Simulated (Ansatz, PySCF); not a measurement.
Process, species as SMILES: BOB → B[O] + [BH2] (BH2) (the B-O bond at the site shown breaks; other sites are not compared here)
Geometries: B3LYP-D3(BJ)/def2-TZVP minima from Ansatz (a program for electronic structure), one conformer each, not searched for the lowest. Frequencies are from Ansatz or PySCF.

Property: bond dissociation energy (0 K, with B3LYP-D3(BJ) harmonic zero-point energies), in eV. Cores are frozen in the correlated levels unless marked. UHF or UKS for open shells. No spin-orbit coupling. No relativistic terms. CBS marks a two-point X^-3 extrapolation of the correlation energy; Hartree-Fock from the larger set. The bracket is a focal-point correction in the basis named.

RI-MP2/CBS(aug-cc-pVTZ,aug-cc-pVQZ)+[CCSD(T)-MP2]/aug-cc-pVTZ (Ansatz) gives 5.54 eV.

Question: Another calculation gave 5.68 eV. Which level was it?
A) LC-wPBE/def2-TZVPD (Ansatz)
B) r2SCAN/def2-TZVPD (Ansatz)
C) HF/def2-TZVPD (PySCF)
D) MN15/def2-TZVPD (PySCF)

Answer: D, MN15/def2-TZVPD (PySCF). The others give 5.10 (r2SCAN), 5.34 (LC-wPBE), 4.22 (HF) eV.
